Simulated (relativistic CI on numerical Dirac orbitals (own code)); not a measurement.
Slater and spin-orbit integrals, Cl

These numbers are calculated, not measured: Dirac-Coulomb-Breit CI, orbitals from a KLI potential per configuration, a model potential for QED, valence Slater integrals scaled by 0.85, P86 correlation energy added to each configuration (own radial code, finite nucleus).

Slater integrals F^k, G^k are unscaled and averaged over j, outside the closed core [Ne]; ζ comes from projecting the Hamiltonian with its Breit term on Σ l·s of the shell.

- 3s2 3p5: ζ(3p) = 595.91 cm⁻¹; <r>(3p) = 1.848, <r^2>(3p) = 4.095 (bohr units).
- 3s2 3p4 4s: F^2(3p,3p) = 57468, ζ(3p) = 684.26, G^1(3p,4s) = 2544.1 cm⁻¹; <r>(3p) = 1.734, <r^2>(3p) = 3.569, <r>(4s) = 5.735, <r^2>(4s) = 37.77 (bohr units).
- 3s2 3p4 4p: F^2(3p,3p) = 57871, ζ(3p) = 688.24, F^2(3p,4p) = 4178, G^0(3p,4p) = 913.42, G^2(3p,4p) = 1022.2, ζ(4p) = 22.445 cm⁻¹; <r>(3p) = 1.725, <r^2>(3p) = 3.517, <r>(4p) = 7.812, <r^2>(4p) = 69.47 (bohr units).

In this model ζ of a weakly bound d, f or g electron outside closed shells comes out too small, for d by up to a factor of two or three and at times with the wrong sign; that of an outer p electron is too small as well.

For a near-neutral ion this model can misplace configurations by up to about 10,000 cm⁻¹ (more where the count of f electrons changes) and terms by 10 to 25 % of their spread. Rates follow the energies as ν³ (E1, M1) or ν⁵ (E2), so they and the lifetimes can be off by large factors. The fine structure of a lone outer electron comes out too small, for d and f at times inverted, and misplaced configurations move strength between like terms. 20 of the 21 excited levels that our extract of the measured tables holds in this range could be paired (the sources list more); they are missed by 1853 cm⁻¹ on average and 2878 at most, and levels without a partner can miss by more.

Averages of the first 10 configurations, taken without configuration mixing, which lowers the lowest level and can move excited configurations by several eV; other configurations of the list can lie among them:

| Configuration | Parity | States | Average energy above the lowest level (eV) |
| --- | --- | --- | --- |
| 3s2 3p5 | odd | 6 | 0.4 |
| 3s2 3p4 4s | even | 30 | 10.1 |
| 3s2 3p4 4p | odd | 90 | 11.4 |
| 3s 3p6 | even | 2 | 16.0 |
| 3s2 3p4 3d | even | 150 | 12.3 |
| 3s2 3p4 5s | even | 30 | 12.4 |
| 3s2 3p4 5p | odd | 90 | 12.8 |
| 3s2 3p4 4d | even | 150 | 13.1 |
| 3s2 3p4 4f | odd | 210 | 13.3 |
| 3s2 3p4 5d | even | 150 | 13.5 |
